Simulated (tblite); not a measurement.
Species: C₇H₁₁O (doublet state).
Atom-mapped SMILES: `[CH3:1][C:2]1[CH2:3][CH2:4][CH2:5][CH2:6][C:7]1=[O:8]` (hydrogens: H9, H10, H11 on C1; H12, H13 on C3; H14, H15 on C4; H16, H17 on C5; H18, H19 on C6)

A start from a force field or distance geometry was refined with GFN2-xTB geometry optimisation, gas phase in tblite 0.8.0. Values at the start:

| coordinate | start |
| --- | --- |
| C1–C2 | 1.501 Å |
| C1–H9 | 1.120 Å |
| C2–C3 | 1.501 Å |
| C2–C7 | 1.499 Å |
| C3–C4 | 1.514 Å |
| C3–H12 | 1.129 Å |
| C4–C5 | 1.530 Å |
| C4–H14 | 1.101 Å |
| C5–C6 | 1.532 Å |
| C5–H16 | 1.090 Å |
| C6–C7 | 1.501 Å |
| C6–H18 | 1.112 Å |
| C7=O8 | 1.218 Å |
| C1–C2–C3 | 114.8° |
| C1–C2–C7 | 113.1° |
| C2–C3–C4 | 110.3° |
| C3–C2–C7 | 112.4° |
| C3–C4–C5 | 106.0° |
| C4–C5–C6 | 104.6° |
| C5–C6–C7 | 103.3° |
| C6–C7–O8 | 122.5° |
| C1–C2–C3–C4 | -84° |
| C1–C2–C7–C6 | 85° |
| C4–C5–C6–C7 | -70° |
| C5–C6–C7–O8 | -122° |

How do these coordinates change at the GFN2-xTB level?

| coordinate | GFN2-xTB (Å or °) | change |
| --- | --- | --- |
| C2–C7 | 1.428 | -0.071 |
| C1–H9 | 1.088 | -0.032 |
| C3–H12 | 1.099 | -0.030 |
| C1–C2 | 1.482 | -0.019 |
| C6–C7 | 1.519 | +0.018 |
| C7=O8 | 1.235 | +0.017 |
| C6–H18 | 1.095 | -0.017 |
| C2–C3 | 1.485 | -0.016 |
| C3–C4 | 1.526 | +0.012 |
| C4–H14 | 1.091 | -0.010 |
| C5–C6 | 1.523 | -0.009 |
| C4–C5 | 1.523 | -0.007 |
| C5–H16 | 1.092 | +0.002 |
| C3–C2–C7 | 123.2 | +10.8 |
| C5–C6–C7 | 113.7 | +10.4 |
| C1–C2–C7 | 118.7 | +5.6 |
| C4–C5–C6 | 109.4 | +4.8 |
| C3–C4–C5 | 109.3 | +3.3 |
| C1–C2–C3 | 118.1 | +3.3 |
| C2–C3–C4 | 113.5 | +3.2 |
| C6–C7–O8 | 119.9 | -2.6 |
| C1–C2–C7–C6 | 178 | +93 |
| C1–C2–C3–C4 | -164 | -80 |
| C5–C6–C7–O8 | -160 | -38 |
| C4–C5–C6–C7 | -51 | +19 |

The energy falls by 1.391 eV over 97 L-BFGS steps, the largest force on an atom goes from 2.03 to 0.009 eV/Å, and the atoms move by 0.785 Å rms after alignment. The bond that changes most is C2–C7 (ends: carbon bonded to 3 C; carbon bonded to 2 C and O), which shortens by 0.071 Å. Bonds longer at the end by more than 0.005 Å: 3 of 19; shorter: 12. Among the dihedrals that turn most is C1–C2–C7–O8, from -95° to -1°. Rotational constants go from 2605, 2290, 1524 to 2930, 2051, 1280 MHz.

Hardware: one thread of an Arm Neoverse V2, shared host with 192 logical CPUs at a one-minute load of 150. Cost: 0.59 s of wall time.

Its GFN2-xTB frequencies are all real (lowest 74 cm⁻¹). 3 starts were optimised and ended at 0.00, 0.00 and 0.04 kcal/mol (GFN2-xTB); the lowest of these is shown.

One conformer stands for the species.

These are computed values.
